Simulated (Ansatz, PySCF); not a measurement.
C₂H₅O, SMILES C[CH]O, multiplicity 2. Atoms are numbered in the order given.

```xyz
8

C     -1.2092    -0.1551     0.1936
C      0.1981     0.2302     0.4081
O      1.0300    -0.0556    -0.6365
H     -1.7882     0.0006     1.1053
H     -1.6851     0.4268    -0.6108
H     -1.2853    -1.2099    -0.0874
H      0.4589     1.0882     1.0227
H      1.9119     0.2679    -0.4381
```
Charge 0, spin multiplicity 2.

Coordinates come from a PBE0-D3(BJ)/def2-TZVP optimisation. The isomer is the one that the SMILES or the coordinates give; other isomers of the formula were not compared. One conformer was computed; it need not be the lowest.

Two levels are set side by side: PBE-D3(BJ)/def2-TZVP (Ansatz, a quantum-chemistry and plane-wave program) and PBE0-D3(BJ)/def2-TZVP (Ansatz). Each level has its own optimised geometry; the coordinates shown are those of the second. Frequencies come from the Hessian of PySCF at each geometry. Differences are taken from unrounded values.

```tsv
quantity	PBE0-D3(BJ)
mean bond length (Å)	1.168
bond C1–C2 (Å)	1.475
bond C2–O3 (Å)	1.366
bond C1–H4 (Å)	1.091
bond C1–H5 (Å)	1.101
bond C1–H6 (Å)	1.094
bond C2–H7 (Å)	1.087
bond O3–H8 (Å)	0.960
highest harmonic wavenumber (cm⁻¹)	3878
mean harmonic wavenumber (cm⁻¹)	1614
zero-point energy (kcal/mol)	41.53
```

### Question
What does PBE-D3(BJ) give, and how far is it from PBE0-D3(BJ)? (The exact figures need the calculation; the answer reports its results.)

### Answer

```tsv
quantity	PBE-D3(BJ)	PBE-D3(BJ) minus PBE0-D3(BJ)
mean bond length (Å)	1.177	0.009
bond C1–C2 (Å)	1.479	0.004
bond C2–O3 (Å)	1.381	0.015
bond C1–H4 (Å)	1.098	0.007
bond C1–H5 (Å)	1.110	0.009
bond C1–H6 (Å)	1.102	0.008
bond C2–H7 (Å)	1.094	0.007
bond O3–H8 (Å)	0.972	0.012
highest harmonic wavenumber (cm⁻¹)	3709	-169
mean harmonic wavenumber (cm⁻¹)	1560	-54
zero-point energy (kcal/mol)	40.13	-1.40
```

Exact exchange shortens and stiffens bonds; PBE has none. Differences between two approximate levels are no errors against the true value.
